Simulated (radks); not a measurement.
Values are calculated unless marked as measured or tabulated.
How relativity changes the ionisation of neutral praseodymium ([Xe] 4f3 6s2) to Pr+ ([Xe] 4f3 6s1). Spin-unpolarised spherical Kohn-Sham, BLYP, point nucleus unless stated (finite: rms radius 4.8919 fm), a radial shooting solver on a logarithmic mesh with Libxc functionals. A level marked "c x" has the speed of light scaled by that factor and shares open shells by 2j + 1; other Dirac levels either fill j = l - 1/2 first or share by 2j + 1.

level                               E(Pr) (hartree)  E(Pr+) (hartree)  IE (eV)   HOMO  <r> HOMO (bohr)
non-rel.                                 -8924.3196        -8924.1231    5.349     6s            4.701
scalar-rel.                              -9238.0873        -9237.8797    5.649     4f            1.216
scalar-rel., finite nucleus              -9237.6193        -9237.4117    5.649     4f            1.216
Dirac, 2j+1 shares                       -9243.3717        -9243.1641    5.650  4f7/2            1.231
Dirac, low j first                       -9243.3930        -9243.1856    5.644  4f5/2            1.208
Dirac, 2j+1 shares, finite nucleus       -9242.9015        -9242.6939    5.650  4f7/2            1.231
Dirac, c x 1.5                           -9058.6998        -9058.4990    5.466  4f7/2            1.141
Dirac, c x 100                           -8924.3487        -8924.1521    5.349  6s1/2            4.701

NIST Atomic Spectra Database: 5.470 eV (semi-empirical). The relativistic part of the total energy of Pr is -318.6 hartree (Dirac, 2j+1 shares, finite nucleus), 3.6 % of the non-relativistic value. Spin polarisation and multiplet splitting of open shells are left out at every level.

Beside tabulated values, note that relativity, absent from the non-relativistic runs, is large for the heavy elements, and spin-unpolarised runs miss the spin-polarisation part of the exchange energy of open shells.
